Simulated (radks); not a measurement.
The numbers below are computed, except where a source is named.
Be, configuration [He] 2s2.

Level of theory: scalar-relativistic Kohn-Sham, PBE, spin-unpolarised, spherical densities, finite nucleus; Fermi nuclear charge, rms radius 2.519 fm (a radial shooting solver on a logarithmic mesh with Libxc functionals).

Energy parts (Ry):
total: -29.26574
kinetic: 29.13339
electron-nucleus: -67.30069
Hartree: 14.34105
exchange-correlation: -5.43950

Orbitals (lengths in bohr, moments of r in powers of bohr; <r^-3> diverges for s and p1/2):
orbital,occ.,eigenvalue (Ry),<r^-3>,<r^4>
1s,2,-7.80652,-,0.1582
2s,2,-0.41231,-,127.2
2p,0,-0.14834,0.2769,406.5

The highest occupied level is 2s at -5.610 eV. The electron density at the nucleus is 36.02 e/bohr^3 (large components only). Summed over all electrons, <r^2> = 16.77 bohr^2, which gives a Langevin (diamagnetic) susceptibility term of -13.3 x 10^-6 cm^3/mol.
